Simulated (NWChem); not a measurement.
Species: C3H5Cl; SMILES C=C(C)Cl

Problem. Give the equilibrium geometry at PBE0/def2-SVP (NWChem) as an XYZ file, with the point group.

Solution. point group Cs; any orientation.
```
9

C      1.3310    -0.9961     0.0000
C      0.1205    -0.4383     0.0000
C     -1.1879    -1.1531     0.0000
Cl    -0.0337     1.3012     0.0000
H      2.2407    -0.3938     0.0000
H      1.4252    -2.0845     0.0000
H     -1.7806    -0.8762     0.8860
H     -1.0350    -2.2412     0.0000
H     -1.7806    -0.8762    -0.8860
```
